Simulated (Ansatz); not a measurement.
C2H9NSi2 can be A, `N[Si]1([SiH3])CC1`, or B, `N[SiH2]/C=C/[SiH3]`.

Program: Ansatz. Geometries: PBE0-D4/def2-TZVP. ΔE: electronic, gas phase. CCSD(T)/CBS adds triple-zeta CCSD(T) − MP2 to the extrapolated MP2 energy (def2 sets, frozen cores). Functionals use def2-TZVPP. Each species was taken in one conformer, which may not be the lowest.

Q: Which isomer does CCSD(T)/CBS put lower? Give the gap. (Estimate.)

A: The calculation gave: B, by 8.2 kcal/mol.

Q: Give E(B) − E(A) in kcal/mol with CCSD/def2-TZVPP, MP2/def2-TZVPP, BLYP-D4, ωB97M-V, B2PLYP, CCSD(T)/def2-TZVPP, LDA (SPW92). (Estimate.)

A: Computed: CCSD/def2-TZVPP -8.9, MP2/def2-TZVPP -6.9, BLYP-D4 -9.7, ωB97M-V -7.0, B2PLYP -9.2, CCSD(T)/def2-TZVPP -8.3, LDA (SPW92) 2.3. The order is the other way round with LDA (SPW92).

Q: Does the order hold for the free energy at 298.15 K (harmonic terms from PBE0-D4)? (Best estimate.)

A: Ansatz gave: Yes: G(B) − G(A) = -11.1 kcal/mol, for one conformer each.

Largest T1 diagnostic: 0.012.

Leaving LDA and LC-ωPBE aside and taking each functional with its dispersion term where it has one, the values, not all of them listed here, spread over 8.9 kcal/mol, from BHLYP-D4 to PBE-D4. LDA lies +3.8 kcal/mol from PBE without D4. At CCSD(T), def2-SVP lies −2.4 kcal/mol from the extrapolated value and def2-TZVPP −0.1 kcal/mol.
